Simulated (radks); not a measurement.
The numbers below are computed, except where a source is named.
All-electron atom: Hg4+ in [Xe] 4f14 5d8 (the NIST ground configuration). Level of theory: Dirac Kohn-Sham, PBE, spin-unpolarised, spherical densities, finite nucleus; open shells fill j = l - 1/2 first; Fermi nuclear charge, rms radius 5.4648 fm (a radial shooting solver on a logarithmic mesh with Libxc functionals).

Normalised radial functions P(r) = r R(r) (large component), r in bohr:

| r | 5s1/2 | 5d3/2 | 5d5/2 |
|---|---|---|---|
| 0.0008446 | 0.0769 | 0.0000 | 0.0000 |
| 0.001145 | 0.0957 | 0.0000 | 0.0000 |
| 0.001539 | 0.1172 | 0.0001 | 0.0000 |
| 0.002069 | 0.1415 | 0.0001 | 0.0000 |
| 0.002782 | 0.1676 | 0.0002 | 0.0001 |
| 0.00377 | 0.1938 | 0.0005 | 0.0003 |
| 0.005069 | 0.2142 | 0.0010 | 0.0006 |
| 0.006815 | 0.2225 | 0.0021 | 0.0014 |
| 0.009163 | 0.2088 | 0.0044 | 0.0030 |
| 0.01242 | 0.1591 | 0.0091 | 0.0068 |
| 0.0167 | 0.0658 | 0.0184 | 0.0146 |
| 0.02245 | -0.0709 | 0.0363 | 0.0302 |
| 0.03042 | -0.2289 | 0.0696 | 0.0602 |
| 0.0409 | -0.3349 | 0.1231 | 0.1100 |
| 0.05499 | -0.3008 | 0.1993 | 0.1832 |
| 0.07393 | -0.0656 | 0.2833 | 0.2679 |
| 0.1002 | 0.3002 | 0.3302 | 0.3225 |
| 0.1347 | 0.4911 | 0.2623 | 0.2703 |
| 0.1811 | 0.2217 | 0.0314 | 0.0570 |
| 0.2435 | -0.3946 | -0.2931 | -0.2617 |
| 0.33 | -0.7064 | -0.4870 | -0.4744 |
| 0.4437 | -0.1785 | -0.3108 | -0.3342 |
| 0.5965 | 0.7719 | 0.1973 | 0.1459 |
| 0.802 | 1.2657 | 0.7343 | 0.6847 |
| 1.087 | 0.9952 | 0.9798 | 0.9601 |
| 1.461 | 0.4584 | 0.8429 | 0.8554 |
| 1.965 | 0.1219 | 0.5118 | 0.5382 |
| 2.663 | 0.0158 | 0.2071 | 0.2270 |
| 3.58 | 0.0009 | 0.0525 | 0.0604 |
| 4.813 | 0.0000 | 0.0068 | 0.0084 |
| 6.471 | 0.0000 | 0.0004 | 0.0005 |

5s1/2: eigenvalue -168.01 eV, 4 radial nodes at r = 0.0194, 0.0783, 0.203, 0.470 bohr, <r> = 0.899 bohr, 90 % of the charge inside 1.28 bohr. 5d3/2: eigenvalue -58.390 eV, 2 radial nodes at r = 0.187, 0.539 bohr, <r> = 1.32 bohr, 90 % of the charge inside 1.97 bohr. 5d5/2: eigenvalue -56.171 eV, 2 radial nodes at r = 0.192, 0.552 bohr, <r> = 1.36 bohr, 90 % of the charge inside 2.03 bohr.
